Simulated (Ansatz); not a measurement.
`S[SiH]1C=C1` + H₂O → `O[SiH]1C=C1` + H₂S at 600 K and 1 bar (formal hydrolysis of the Si–S bond).

Program: Ansatz. Geometries: PBE0-D4/def2-TZVP. ΔE: electronic, gas phase. CCSD(T)/CBS is the MP2 limit (def2-TZVPP, def2-QZVPP) plus CCSD(T) − MP2 in def2-TZVPP, frozen cores. This one scheme is used for every species. Each species was taken in one conformer, which may not be the lowest.

| species | CCSD(T)/CBS energy (Eh) | H − E (kJ/mol) | S (J/(mol·K)) |
| --- | --- | --- | --- |
| `S[SiH]1C=C1` | -765.32172 | 177.9 | 389.3 |
| H₂O | -76.37941 | 76.8 | 212.8 |
| `O[SiH]1C=C1` | -442.74227 | 187.3 | 360.9 |
| H₂S | -398.97279 | 60.8 | 230.9 |

H − E and S are ideal-gas, rigid-rotor, harmonic terms from PBE0-D4/def2-TZVP, for one conformer and one mirror image of each species. 1 Eh = 2625.50 kJ/mol, R = 8.31446 J/(mol·K).

**Question.** By hand: ΔE, ΔH, ΔS and ΔG.

**Answer.** ΔE = (-442.74227) + (-398.97279) − (-765.32172) − (-76.37941) = -0.01393 Eh = -36.6 kJ/mol. Δ(H − E) = 187.3 + 60.8 − 177.9 − 76.8 = -6.6, so ΔH = -43.2 kJ/mol. ΔS = 360.9 + 230.9 − 389.3 − 212.8 = -10.3 J/(mol·K). ΔG = -43.2 − 600 × (-10.3)/1000 = -37.0 kJ/mol.

**Question.** By hand: the equilibrium constant, and the temperature at which ΔG would vanish if ΔH and ΔS stayed fixed.

**Answer.** log₁₀ K = −ΔG/(RT ln 10) = 3.2. ΔG = 0 at ΔH/ΔS = 4194 K, far beyond where these terms or the molecules hold.

The number of gas molecules stays the same, so ΔS is small and ΔH decides. A doubt of 5 kJ/mol in ΔE shifts log₁₀ K by 0.4 here. Other conformers and mirror images would add mixing entropy, several J/(mol·K) or more a flexible species. These are equilibria of isolated gas molecules and say nothing of rates. Largest T1 diagnostic: 0.012 (customary marks: 0.02 for closed shells, 0.045 for open ones).
